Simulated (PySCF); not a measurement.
## Spin-rotation constants: `FC[Si]([SiH3])([SiH3])[GeH3]`, CH11FGeSi3

Molfile (atoms numbered from 1):
```
CH11FGeSi3
     RDKit          3D

 17 16  0  0  0  0  0  0  0  0999 V2000
    0.6847   -0.8411   -2.3476 F   0  0  0  0  0  0  0  0  0  0  0  0
   -0.4437   -0.2241   -1.8258 C   0  0  0  0  0  0  0  0  0  0  0  0
   -0.1052    0.0952    0.0647 Si  0  0  0  0  0  4  0  0  0  0  0  0
   -2.0235   -0.5787    1.2208 Si  0  0  0  0  0  4  0  0  0  0  0  0
    0.6099    2.3158    0.2728 Si  0  0  0  0  0  4  0  0  0  0  0  0
    1.7062   -1.4168    0.3138 Ge  0  0  0  0  0  4  0  0  0  0  0  0
   -0.6006    0.6825   -2.4132 H   0  0  0  0  0  0  0  0  0  0  0  0
   -1.2761   -0.9066   -2.0118 H   0  0  0  0  0  0  0  0  0  0  0  0
   -1.8068   -0.4365    2.6615 H   0  0  0  0  0  0  0  0  0  0  0  0
   -2.4186   -1.9695    0.9768 H   0  0  0  0  0  0  0  0  0  0  0  0
   -3.1775    0.2540    0.8690 H   0  0  0  0  0  0  0  0  0  0  0  0
   -0.4546    3.2484   -0.1146 H   0  0  0  0  0  0  0  0  0  0  0  0
    0.9489    2.5973    1.6700 H   0  0  0  0  0  0  0  0  0  0  0  0
    1.7845    2.6530   -0.5359 H   0  0  0  0  0  0  0  0  0  0  0  0
    1.4398   -2.8169   -0.1524 H   0  0  0  0  0  0  0  0  0  0  0  0
    2.1576   -1.6105    1.7390 H   0  0  0  0  0  0  0  0  0  0  0  0
    2.9679   -1.0336   -0.3970 H   0  0  0  0  0  0  0  0  0  0  0  0
  1  2  1  0
  2  3  1  0
  3  4  1  0
  3  5  1  0
  3  6  1  0
  2  7  1  0
  2  8  1  0
  4  9  1  0
  4 10  1  0
  4 11  1  0
  5 12  1  0
  5 13  1  0
  5 14  1  0
  6 15  1  0
  6 16  1  0
  6 17  1  0
M  END
```

Computed, not measured: PySCF 2.14.0, GIAO HF/pcSseg-1 magnetisability, rotational g tensor and spin-rotation constants, non-relativistic, gas phase. Geometry: GFN2-xTB.

The calculation is non-relativistic, which matters for the atoms heavier than Zn.

Task: Give the nuclear spin-rotation constants along the inertial axes (H = +C I·J) beside the isotropic shieldings.

Result: Rotational constants 1.0654, 0.7940, 0.7106 GHz. A star marks the isotopologue with that one atom substituted, in its own axes.
| atom | isotope | Caa (kHz) | Cbb (kHz) | Ccc (kHz) | mean (kHz) | σ (ppm) |
| --- | --- | --- | --- | --- | --- | --- |
| F1 | 19F | 0.414 | -0.068 | -0.168 | 0.059 | 468.3 |
| H7 | 1H | -0.084 | -0.001 | -0.050 | -0.045 | 27.5 |
| H8 | 1H | -0.129 | 0.003 | -0.025 | -0.050 | 27.6 |
| H9 | 1H | -0.106 | -0.069 | 0.014 | -0.054 | 28.8 |
| H10 | 1H | -0.083 | -0.009 | -0.053 | -0.049 | 28.6 |
| H11 | 1H | 0.008 | -0.076 | -0.055 | -0.042 | 28.8 |
| H12 | 1H | 0.005 | -0.072 | -0.056 | -0.041 | 28.7 |
| H13 | 1H | -0.106 | -0.076 | 0.021 | -0.054 | 28.8 |
| H14 | 1H | -0.068 | -0.001 | -0.069 | -0.046 | 28.4 |
| H15 | 1H | -0.058 | -0.038 | -0.048 | -0.048 | 29.0 |
| H16 | 1H | -0.097 | -0.072 | 0.006 | -0.054 | 29.3 |
| H17 | 1H | -0.053 | -0.012 | -0.074 | -0.047 | 29.0 |
| C2 | 13C* | 0.129 | 0.203 | 0.174 | 0.169 | 123.8 |
| Si3 | 29Si* | -0.543 | -0.439 | -0.307 | -0.430 | 461.8 |
| Si4 | 29Si* | -0.485 | -0.365 | -0.336 | -0.396 | 488.1 |
| Ge6 | 73Ge* | -0.213 | -0.162 | -0.150 | -0.175 | 1796.2 |

For the geometry as given, no vibrational averaging.

Task: How do the rotational constants and the g tensor change when H7, H8, H9, H10, H11, H12, H13, H14, H15, H16, H17 are replaced by deuterium?

Result: Constants 0.9334, 0.7151, 0.6331 GHz; g -0.0117, -0.0124, -0.0093, against -0.0133, -0.0136, -0.0105 before.
